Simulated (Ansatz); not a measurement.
`C[C@H]1[AlH][Si@@H]1C`, relaxed with RKS PBE-D4/def2-SVP in Ansatz from a rough embedded geometry. The force threshold is 0.03 eV/Å; the program also tests the step.

The species carries charge 0 and has multiplicity 1.

Start:

```xyz
14

C     1.937   -0.277   -0.823
C     0.839    0.416   -0.097
Al   -0.495    1.224   -1.251
Si   -0.702   -0.676    0.168
C    -1.736   -0.309    1.628
H     2.709    0.547   -1.181
H     1.625   -0.829   -1.703
H     2.500   -0.895   -0.120
H     1.119    1.015    0.756
H    -1.099    2.314   -2.308
H    -0.897   -1.873   -0.727
H    -1.799   -1.170    2.275
H    -2.700   -0.054    1.248
H    -1.301    0.569    2.134
```

```json
{"step": "1", "energy (eV)": "-17710.8009", "largest force (eV/Å)": "2.899", "largest move (Å)": "0.000"}
{"step": "2", "energy (eV)": "-17711.5647", "largest force (eV/Å)": "1.038", "largest move (Å)": "0.195"}
{"step": "3", "energy (eV)": "-17711.7052", "largest force (eV/Å)": "0.790", "largest move (Å)": "0.195"}
{"step": "4", "energy (eV)": "-17711.7436", "largest force (eV/Å)": "0.202", "largest move (Å)": "0.149"}
{"step": "5", "energy (eV)": "-17711.7641", "largest force (eV/Å)": "0.212", "largest move (Å)": "0.112"}
{"step": "6", "energy (eV)": "-17711.7780", "largest force (eV/Å)": "0.366", "largest move (Å)": "0.160"}
{"step": "7", "energy (eV)": "-17711.7909", "largest force (eV/Å)": "0.259", "largest move (Å)": "0.079"}
{"step": "8", "energy (eV)": "-17711.8177", "largest force (eV/Å)": "0.117", "largest move (Å)": "0.198"}
{"step": "9", "energy (eV)": "-17711.8333", "largest force (eV/Å)": "0.185", "largest move (Å)": "0.195"}
{"step": "10", "energy (eV)": "-17711.8404", "largest force (eV/Å)": "0.152", "largest move (Å)": "0.064"}
{"step": "11", "energy (eV)": "-17711.8419", "largest force (eV/Å)": "0.190", "largest move (Å)": "0.133"}
{"step": "12", "energy (eV)": "-17711.8510", "largest force (eV/Å)": "0.091", "largest move (Å)": "0.060"}
{"step": "13", "energy (eV)": "-17711.8521", "largest force (eV/Å)": "0.036", "largest move (Å)": "0.026"}
{"step": "14 (rejected)", "energy (eV)": "-17711.8512", "largest force (eV/Å)": "0.096", "largest move (Å)": "0.062"}
{"step": "15", "energy (eV)": "-17711.8522", "largest force (eV/Å)": "0.075", "largest move (Å)": "0.017"}
{"step": "16", "energy (eV)": "-17711.8526", "largest force (eV/Å)": "0.009", "largest move (Å)": "0.018"}
```

End:

```xyz
14

C     1.969   -0.345   -0.653
C     0.692    0.465   -0.475
Al   -0.600    1.507   -1.552
Si   -1.059   -0.252   -0.058
C    -1.629   -0.490    1.737
H     2.805    0.270   -1.052
H     1.809   -1.175   -1.371
H     2.322   -0.804    0.297
H     0.831    1.295    0.279
H    -0.649    2.692   -2.633
H    -1.244   -1.540   -0.832
H    -1.075   -1.326    2.212
H    -2.712   -0.727    1.773
H    -1.458    0.430    2.330
```

It took 27 s on 4 threads of an Arm Neoverse V1 on a shared host, with 0.17 GiB of host memory at the peak.
